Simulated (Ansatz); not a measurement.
Cost and result for the atomization energy of `[GeH2]1[GeH2][GeH2][GeH2][GeH2]1` (15 atoms, 15 bonds).

```xyz
15

Ge   -1.375    0.506   -1.422
Ge   -1.167   -1.653   -0.312
Ge    0.577   -1.401    1.376
Ge    1.269    0.932    1.299
Ge    0.713    1.659   -0.953
H    -2.540    1.295   -0.795
H    -1.644    0.356   -2.930
H    -0.758   -2.733   -1.331
H    -2.501   -2.077    0.329
H     0.064   -1.792    2.773
H     1.770   -2.309    1.028
H     2.761    1.107    1.632
H     0.443    1.748    2.311
H     0.588    3.187   -1.074
H     1.800    1.175   -1.931
```

Total charge 0; spin multiplicity 1. Correlated methods include outer-core shells of Ge, which these sets cover unevenly. Scalar relativity is left out up to krypton. The structure was optimised at the PBE0-D4/def2-TZVP level. Program: Ansatz. All runs use 6 threads of an AMD EPYC 7R13 on a shared host and a share of an NVIDIA H100 80 GB. Times are those of one run each, without the atoms' runs, and a repeat can differ threefold. Electronic energies, without spin–orbit coupling; frozen cores. CCSD(T)/CBS adds CCSD(T) − MP2 in def2-TZVPP to the MP2 limit, and its time is that of the two runs behind it. T1 = 0.012. With those shells the extrapolation isn't a true limit.

CCSD(T)/CBS is a level of theory with its own doubt, some kJ/mol a heavy atom from the limit and from the frozen cores, so smaller differences don't rank the functionals.

```json
{"level": "PBE-D4/def2-TZVPP (with forces)", "functions": "380", "wall time": "1.6 s"}
{"level": "r2SCANh-D4/def2-TZVPP", "functions": "380", "wall time": "1.7 s"}
{"level": "BLYP-D4/def2-TZVPP", "functions": "380", "wall time": "1.8 s"}
{"level": "CAM-B3LYP-D4/def2-TZVPP", "functions": "380", "wall time": "2.1 s"}
{"level": "B2PLYP/def2-TZVPP", "functions": "380", "wall time": "2.1 s"}
{"level": "BHLYP-D4/def2-TZVPP", "functions": "380", "wall time": "2.5 s"}
{"level": "CCSD(T)/def2-SVP", "functions": "210", "wall time": "2.8 s"}
{"level": "B97M-V/def2-TZVPP", "functions": "380", "wall time": "3 s"}
{"level": "ωB97M-V/def2-TZVPP (with forces)", "functions": "380", "wall time": "4.2 s"}
{"level": "r2SCAN-D4/def2-TZVPP (with forces)", "functions": "380", "wall time": "5.5 s"}
{"level": "MP2/def2-QZVPP", "functions": "745", "wall time": "9 s"}
{"level": "CCSD(T)/def2-TZVPP", "functions": "380", "wall time": "18 s"}
{"level": "CCSD(T)/CBS(def2)", "functions": "–", "wall time": "27 s"}
```

What atomization energy does each give, and how far from CCSD(T)/CBS? (Estimate.)

The calculation gave: 
| level | atomization (kJ/mol) | difference from CCSD(T)/CBS | per bond |
| --- | --- | --- | --- |
| PBE-D4/def2-TZVPP (with forces) | 3942.7 | -92.6 | -6.2 |
| r2SCANh-D4/def2-TZVPP | 4008.8 | -26.5 | -1.8 |
| BLYP-D4/def2-TZVPP | 3883.0 | -152.3 | -10.2 |
| CAM-B3LYP-D4/def2-TZVPP | 3970.5 | -64.8 | -4.3 |
| B2PLYP/def2-TZVPP | 3907.7 | -127.6 | -8.5 |
| BHLYP-D4/def2-TZVPP | 3931.2 | -104.1 | -6.9 |
| CCSD(T)/def2-SVP | 3734.7 | -300.6 | -20.0 |
| B97M-V/def2-TZVPP | 4058.9 | 23.6 | 1.6 |
| ωB97M-V/def2-TZVPP (with forces) | 3938.7 | -96.6 | -6.4 |
| r2SCAN-D4/def2-TZVPP (with forces) | 4020.3 | -15.0 | -1.0 |
| MP2/def2-QZVPP | 3942.6 | -92.7 | -6.2 |
| CCSD(T)/def2-TZVPP | 3979.6 | -55.7 | -3.7 |
| CCSD(T)/CBS(def2) | 4035.3 | 0.0 | 0.0 |

From BLYP to BHLYP (50 % exact exchange), in def2-TZVPP and without D4, the atomization energy moves by +70.4 kJ/mol. At CCSD(T), def2-SVP lies −300.6 kJ/mol from the extrapolated value and def2-TZVPP −55.7 kJ/mol: correlation converges slowly with the basis, and small sets miss more of it in the bonded molecule than in its fragments. In def2-TZVPP, CCSD(T) changes the Hartree–Fock value by +1095.3 kJ/mol (the triples alone add +52.7 kJ/mol) and MP2 by +1029.1 kJ/mol; breaking electron pairs costs correlation energy, which Hartree–Fock lacks.
